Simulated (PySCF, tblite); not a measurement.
Compound: C4H10O4Si.
Atom-mapped SMILES: `[CH3:1][O:2][SiH2:3][O:4][CH2:5][C:6](=[O:7])[O:8][CH3:9]` (hydrogens: H10, H11, H12 on C1; H13, H14 on Si3; H15, H16 on C5; H17, H18, H19 on C9)

Cartesian coordinates in Å at the GFN2-xTB level; atoms count from 1:
```xyz
19
C4H10O4Si angstrom
C      2.3335   -0.7436    0.9531
O      2.1583    0.5403    0.4192
Si     1.9936    1.0672   -1.0974
O      0.6762    0.6417   -1.9637
C     -0.6624    0.8177   -1.6648
C     -1.1615   -0.1745   -0.6265
O     -0.5577   -1.1338   -0.2325
O     -2.3879    0.1580   -0.2133
C     -2.9816   -0.7116    0.7457
H      3.2415   -1.2016    0.5552
H      2.4255   -0.6441    2.0361
H      1.4783   -1.3773    0.7142
H      1.9797    2.4902   -0.7818
H      2.9718    0.5584   -2.0444
H     -1.2434    0.6586   -2.5823
H     -0.8694    1.8307   -1.2992
H     -2.3593   -0.7688    1.6409
H     -3.9526   -0.2838    0.9799
H     -3.0923   -1.7142    0.3286
```

Theory: PBE0/pcSseg-1 in PySCF (dipole) on a GFN2-xTB geometry, gas phase.

Take the most abundant isotopes and a rigid rotor. The values belong to one conformer with, in the numbering `[CH3:1][O:2][SiH2:3][O:4][CH2:5][C:6](=[O:7])[O:8][CH3:9]`, C1–O2–Si3–O4 65°, O2–Si3–O4–C5 56°, Si3–O4–C5–C6 -76°, O4–C5–C6–O7 -10°, C5–C6–O8–C9 179°.

Task: What are A, B and C (GHz)?

Result: Ia = 221.72, Ib = 600.88, Ic = 752.38 u·Å²; 505379 MHz·u·Å²/I gives 2279, 841.1 and 671.7 MHz, that is A = 2.2793, B = 0.8411, C = 0.6717 GHz.

Task: Classify the top.

Result: An asymmetric top. Ray's parameter κ = (2B − A − C)/(A − C) = -0.789; −1 is the prolate and +1 the oblate limit.

Task: What does the inertial defect say?

Result: Not planar: Δ = Ic − Ia − Ib = -70.23 u·Å². For a rigid frame Δ = −2 Σ m c², so Σ m c² = 35.12 u·Å² lies off the ab plane: 8.12 from hydrogen and 27.00 from heavier atoms. The atom farthest from that plane is 1.55 Å away.

Task: Give the other two planar moments, Paa and Pbb, and the rms extents of the mass along the axes.

Result: Paa = Σ m a² = (Ib + Ic − Ia)/2 = 565.77 and Pbb = Σ m b² = (Ia + Ic − Ib)/2 = 186.61 u·Å². With the mass M = 150.03 u, the rms extents √(P/M) along a, b and c are 1.94, 1.12, 0.48 Å.

Task: List the rotational levels J(Ka,Kc) to J = 5 (K).

Result: Above 0(0,0), as E/k:
J = 1: 1(0,1) 0.073, 1(1,1) 0.142, 1(1,0) 0.150
J = 2: 2(0,2) 0.217, 2(1,2) 0.279, 2(1,1) 0.303, 2(2,1) 0.510, 2(2,0) 0.511
J = 3: 3(0,3) 0.432, 3(1,3) 0.484, 3(1,2) 0.533, 3(2,2) 0.728, 3(2,1) 0.731, 3(3,1) 1.094, 3(3,0) 1.094
J = 4: 4(0,4) 0.716, 4(1,4) 0.757, 4(1,3) 0.838, 4(2,3) 1.018, 4(2,2) 1.028, 4(3,2) 1.385, 4(3,1) 1.386, 4(4,1) 1.896, 4(4,0) 1.896
J = 5: 5(0,5) 1.067, 5(1,5) 1.097, 5(1,4) 1.218, 5(2,4) 1.379, 5(2,3) 1.401, 5(3,3) 1.750, 5(3,2) 1.751, 5(4,2) 2.260, 5(4,1) 2.260, 5(5,1) 2.917, 5(5,0) 2.917

Task: Predict some low-J microwave lines.

Result: The dipole components are |μa| = 2.45 D, |μb| = 0.35 D, |μc| = 0.54 D. The squared components, which scale the intensities, stand as 1.00 : 0.02 : 0.05 (a : b : c). Some lines, for components of 0.1 D or more:

```tsv
type	branch	J(Ka,Kc)	MHz	lower level (cm⁻¹)
a	Q	2(1,1) ← 2(1,2)	508	0.194
c	Q	2(1,2) ← 2(0,2)	1283	0.151
a	R	1(0,1) ← 0(0,0)	1513	0.000
b	R	2(0,2) ← 1(1,1)	1573	0.098
b	Q	1(1,0) ← 1(0,1)	1608	0.050
a	R	2(1,2) ← 1(1,1)	2856	0.098
b	R	1(1,1) ← 0(0,0)	2951	0.000
c	R	1(1,0) ← 0(0,0)	3120	0.000
a	R	2(1,1) ← 1(1,0)	3195	0.104
b	R	2(1,2) ← 1(0,1)	4294	0.050
c	Q	2(2,1) ← 2(1,1)	4315	0.211
b	Q	2(2,0) ← 2(1,1)	4329	0.211
b	Q	2(2,1) ← 2(1,2)	4823	0.194
c	R	2(2,0) ← 1(1,0)	7524	0.104
c	R	2(2,1) ← 1(1,1)	7679	0.098
```

Its GFN2-xTB frequencies are all real (lowest 23 cm⁻¹). Zero-point vibration and centrifugal distortion are left out. A rigid rotor knows nothing of internal rotation, which can split or shift real lines.
